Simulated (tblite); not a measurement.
Species: C₇H₁₃OP.
SMILES with atom numbers: `[CH2:1]=[C:2]([CH3:3])[P@@:4]1(=[O:5])[CH2:6][C@@H:7]1[CH2:8][CH3:9]` (hydrogens: H10, H11 on C1; H12, H13, H14 on C3; H15, H16 on C6; H17 on C7; H18, H19 on C8; H20, H21, H22 on C9)

Cartesian coordinates in Å at the GFN2-xTB level; atoms count from 1:
```xyz
22
C7H13OP angstrom
C     -2.330    1.383    0.122
C     -2.178    0.070    0.192
C     -3.224   -0.907    0.605
P     -0.602   -0.738   -0.216
O     -0.552   -2.207   -0.167
C      0.416    0.193   -1.394
C      0.871    0.286    0.095
C      2.157   -0.408    0.468
C      3.375    0.337   -0.072
H     -1.533    2.038   -0.184
H     -3.268    1.852    0.371
H     -2.883   -1.459    1.481
H     -3.377   -1.637   -0.190
H     -4.165   -0.411    0.831
H      0.085    1.108   -1.862
H      1.049   -0.412   -2.030
H      0.750    1.267    0.540
H      2.133   -1.425    0.068
H      2.228   -0.481    1.557
H      3.433    1.334    0.360
H      4.289   -0.199    0.175
H      3.315    0.436   -1.153
```

Computed with GFN2-xTB (tblite): harmonic, unscaled wavenumbers at the GFN2-xTB geometry, gas phase. The method is semi-empirical: single wavenumbers can be off by several per cent or more. One conformer, not necessarily the lowest.

Harmonic wavenumbers (cm⁻¹): 32.3, 72.5, 98.7, 112.5, 121.1, 175.4, 209.2, 241.7, 272.1, 310.5, 343.3, 401.0, 403.9, 427.9, 605.7, 671.3, 688.9, 727.5, 768.7, 816.4, 883.0, 887.0, 940.0, 950.6, 992.2, 998.5, 1014.6, 1030.7, 1034.5, 1091.7, 1123.0, 1170.2, 1188.9, 1233.0, 1268.1, 1286.0, 1341.3, 1381.5, 1390.1, 1405.0, 1411.8, 1448.2, 1465.1, 1484.8, 1500.5, 1504.3, 1691.6, 2962.3, 2976.6, 2998.2, 3015.8, 3018.4, 3030.8, 3034.1, 3037.1, 3042.0, 3046.3, 3075.4, 3096.5, 3126.7.

A = 2777, B = 828.7, C = 720.3 MHz; mass 144.070 u (most abundant isotopes); point group C1, symmetry number 1.

Task: Zero-point energy?

Result: ½Σν̃ = 40038 cm⁻¹ = 478.96 kJ/mol.

Task: Give the ideal-gas entropy at 298.15 K and 1 bar in the rigid-rotor, harmonic-oscillator model (classical rotation).

Result: Translation 170.84, rotation 124.06, vibration 150.35: S = 445.3 J/(mol K).

Task: And Cp and H(298.15 K) − H(0)?

Result: Cp = 182.37 J/(mol K), of which vibrations give 149.11 (their classical limit is 60 R = 498.9); H(298.15 K) − H(0) = 33.06 kJ/mol without the zero-point energy, 23.14 from vibrations.

Task: How do the functions run with temperature in this model?

Result: 
```tsv
T (K)	S (J/(mol K))	Cp (J/(mol K))	H − H(0) (kJ/mol)	G − H(0) (kJ/mol)	ln q(vib)
100	305.2	90.4	6.05	-24.47	2.33
200	382.4	136.3	17.45	-59.03	5.62
300	446.4	183.3	33.39	-100.52	8.81
500	561.4	270.7	79.18	-201.53	14.94
800	709.1	356.7	174.42	-392.82	23.64
1000	792.9	394.6	249.74	-543.19	29.02
```

q(vib) and H(0) count from the zero-point level.

Task: Which modes carry the vibrational entropy at 298.15 K?

Result: 32.3 cm⁻¹: 23.78; 72.5 cm⁻¹: 17.09; 98.7 cm⁻¹: 14.56; 112.5 cm⁻¹: 13.49; 121.1 cm⁻¹: 12.90; 175.4 cm⁻¹: 9.94 J/(mol K); the other 54 give 58.59 together.

Task: What must be added to the electronic energy to get the Gibbs energy at 298.15 K and 1 bar?

Result: ZPE + [H(298.15 K) − H(0)] − T·S = 478.96 + 33.06 − 132.75 = 379.27 kJ/mol.

Task: Blend soft modes into free rotors: weight 1/[1 + (100 cm⁻¹/ν̃)⁴] for the oscillator and the rest for a rotor with moment μB/(μ + B), μ = h/(8π²ν), B = 10⁻⁴⁴ kg m². What vibrational entropy results?

Result: 137.74 J/(mol K) in place of 150.35, which changes −T·S at 298.15 K by +3.76 kJ/mol.

Hindered rotation and anharmonicity are outside this model. Other conformers, if any are populated, would add a mixing term that is left out. The structure is chiral; the term R ln 2 for an equal mix with its mirror image is left out.
